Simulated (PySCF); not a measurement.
Job file and geometry (Å, from GFN2-xTB) of an NMR shielding run on `CC[C@@H](C)/P=C\F`, C₅H₁₀FP, PySCF, GIAO PBE0/pcSseg-1 NMR shielding, non-relativistic, gas phase; density fitting, a coarse starting grid and PySCF grid level 2 are the driver's defaults:

```
$ OMP_NUM_THREADS=1 python probes_run.py task.json out

{"job": {"kind": "nmr", "xc": "PBE0", "basis": "pcSseg-1"}, "charge": 0, "multiplicity": 1}
C     -1.306483    -1.516185     0.638698
C     -1.323007    -0.185638    -0.101446
C      0.091371     0.336876    -0.362952
C      0.068286     1.602588    -1.220227
P      0.933147     0.734225     1.273968
C      2.383797    -0.079372     1.114570
F      2.759268    -0.828178     0.059134
H     -0.830813    -1.402333     1.613544
H     -0.749265    -2.259411     0.072046
H     -2.317529    -1.885875     0.791703
H     -1.882487     0.551322     0.481062
H     -1.833924    -0.308459    -1.059888
H      0.667523    -0.436796    -0.878406
H     -0.500991     2.389767    -0.727441
H     -0.395024     1.394895    -2.183611
H      1.078991     1.967493    -1.398181
H      3.150145    -0.062891     1.877516
```

Q: Write the output of this run.

A: 
```
coarse grid: 14344 points
cycle   1  E = -637.0876033851  dE =  6.029e-01  |g| = 5.101e-01  |ddm| = 3.573e+00
cycle   2  E = -637.0478245283  dE =  3.978e-02  |g| = 6.878e-01  |ddm| = 8.206e-01
cycle   3  E = -637.1416559724  dE = -9.383e-02  |g| = 1.019e-01  |ddm| = 5.131e-01
cycle   4  E = -637.1437025836  dE = -2.047e-03  |g| = 4.841e-02  |ddm| = 1.284e-01
cycle   5  E = -637.1442915978  dE = -5.890e-04  |g| = 1.779e-02  |ddm| = 5.970e-02
cycle   6  E = -637.1443654433  dE = -7.385e-05  |g| = 4.032e-03  |ddm| = 1.948e-02
cycle   7  E = -637.1443690355  dE = -3.592e-06  |g| = 7.087e-04  |ddm| = 4.087e-03
final grid: 133296 points
cycle   8  E = -637.1948042746  dE = -3.826e-05  |g| = 9.854e-03  |ddm| = 2.709e-02
cycle   9  E = -637.1947805399  dE =  2.373e-05  |g| = 1.367e-02  |ddm| = 1.980e-02
cycle  10  E = -637.1948279844  dE = -4.744e-05  |g| = 2.308e-03  |ddm| = 1.326e-02
cycle  11  E = -637.1948295193  dE = -1.535e-06  |g| = 4.244e-04  |ddm| = 2.656e-03
cycle  12  E = -637.1948295605  dE = -4.120e-08  |g| = 1.539e-04  |ddm| = 5.088e-04
cycle  13  E = -637.1948295654  dE = -4.903e-09  |g| = 2.574e-05  |ddm| = 1.170e-04
cycle  14  E = -637.1948295656  dE = -1.626e-10  |g| = 8.074e-06  |ddm| = 4.017e-05
converged SCF energy = -637.1948295656

GIAO shielding tensors (ppm)
atom      isotropic    diamagn.    paramagn.     s11        s22        s33       span
  0 C      169.230     247.558     -78.328    158.096    164.248    185.345     27.249
  1 C      154.126     248.445     -94.319    141.619    149.750    171.008     29.389
  2 C      150.489     252.119    -101.630    125.607    149.089    176.770     51.163
  3 C      163.185     246.750     -83.565    143.465    160.370    185.719     42.254
  4 P      123.114     968.516    -845.402   -108.517     64.367    413.491    522.008
  5 C      -21.758     252.642    -274.400   -191.373     52.081     74.017    265.390
  6 F      211.003     477.267    -266.264     18.100    184.462    430.448    412.348
  7 H       30.498      30.291       0.207     25.686     31.171     34.636      8.950
  8 H       30.846      30.758       0.088     26.723     29.098     36.718      9.995
  9 H       30.536      28.484       2.052     25.711     27.469     38.428     12.717
 10 H       30.372      31.918      -1.546     26.531     29.463     35.122      8.592
 11 H       30.086      31.885      -1.800     25.155     29.340     35.762     10.607
 12 H       28.491      34.694      -6.203     25.753     27.286     32.433      6.680
 13 H       30.535      30.163       0.372     26.977     28.487     36.142      9.165
 14 H       30.282      30.049       0.233     25.888     27.586     37.373     11.486
 15 H       30.468      29.812       0.656     25.311     28.908     37.185     11.875
 16 H       23.236      28.667      -5.431     21.078     21.336     27.294      6.216
```

Q: Turn these shieldings into chemical shifts. Shifts are taken against calculated references (same method and geometry level): TMS for ¹³C (σref 186.93), ¹H (σref 31.72); ³¹P (σref 318.38) against H3PO4; ¹⁹F (σref 170.95) against CFCl3.

A: Averaging equivalent atoms: C 5: 208.7; C 2: 36.4; C 1: 32.8; C 3: 23.7; C 0: 17.7; P 4: 195.3; F 6: -40.1; H 16: 8.48; H 12: 3.23; H 11: 1.63; H 10: 1.34; H 13/14/15: 1.29; H 7/8/9: 1.09 ppm. Unscaled 19F shifts against computed CFCl3 carry errors that often reach 10 to 50 ppm. Experimental scales use liquid or dissolved standards, which lie at an offset from isolated H3PO4.

Size and cost of the density-fitted run: 176 basis functions, 23 s wall time on 1 thread of an Arm Neoverse V2, shared host; peak memory 0.8 GiB.
